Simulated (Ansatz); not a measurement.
Reaction (formal hydrolysis of the In–F bond): `[F][In]([SH])[O][SiH3]` + H₂O → `[OH][In]([SH])[O][SiH3]` + H–F

Program: Ansatz. Geometries: PBE0-D4/def2-TZVP. ΔE: electronic, gas phase. CCSD(T)/CBS adds triple-zeta CCSD(T) − MP2 to the extrapolated MP2 energy (def2 sets, frozen cores). This one scheme is used for every species. DFT in def2-TZVPP. B3LYP here is the variant with VWN-RPA as its local correlation; programs differ in this. Elements past krypton have def2 core potentials. For In outer-core shells are correlated without core-valence functions, which leaves a few kJ/mol of doubt a bond. Each species was taken in one conformer, which may not be the lowest.

`[F][In]([SH])[O][SiH3]`:

Z-matrix (Å, degrees):
```
Si
O 1 1.637
H 1 1.489 2 111.3
H 1 1.486 2 108.1 3 -119.6
H 1 1.489 2 111.3 3 120.8
In 2 1.954 1 136.1 3 -59.2
S 6 2.341 2 126.7 1 -179.8
F 6 1.944 2 112.8 1 0.1
H 7 1.345 6 91.6 2 -180.0
```

H₂O:

```xyz
3

O     0.098    0.216    0.309
H     0.415    0.308   -0.593
H    -0.513   -0.524    0.284
```

`[OH][In]([SH])[O][SiH3]`:

```xyz
10

O     0.865   -1.717    2.588
In    0.947   -0.707    0.905
S     2.866   -0.250   -0.372
O    -0.831   -0.055    0.319
Si   -1.363    0.806   -0.955
H    -0.038   -1.766    2.916
H     2.140    0.426   -1.282
H    -2.012    2.067   -0.504
H    -2.344    0.020   -1.750
H    -0.232    1.176   -1.864
```

H–F:

```xyz
2

F    -0.233    0.390   -0.069
H     0.233   -0.390    0.069
```

```
             level  ΔE (kJ/mol)
            B97M-V         33.3
           PBE0-D4         27.3
          B3LYP-D4         30.5
RPA@PBE/def2-TZVPP         23.4
   CCSD/def2-TZVPP         25.6
CCSD(T)/def2-TZVPP         23.0
SCS-MP2/def2-QZVPP         25.1
     MP2/CBS(def2)         20.3
```

Task: What does CCSD(T)/CBS give? (An estimate is asked.)

Result: Ansatz gave: +23.8 kJ/mol. The listed levels differ from it by 9.5, 3.5, 6.7, -0.4, 1.8, -0.8, 1.3, -3.5 kJ/mol.

Largest T1 diagnostic among the species: 0.016.

At CCSD(T), def2-SVP lies +10.2 kJ/mol from the extrapolated value and def2-TZVPP −0.8 kJ/mol. In def2-TZVPP, CCSD(T) changes the Hartree–Fock value by −19.0 kJ/mol (the triples alone add −2.6 kJ/mol) and MP2 by −22.5 kJ/mol. The D4 term adds −4.7 kJ/mol with B3LYP and −2.7 kJ/mol with PBE0; it sums over pairs of atoms, weighted by their polarisabilities, and B3LYP, whose exchange is more repulsive, gets the larger term.
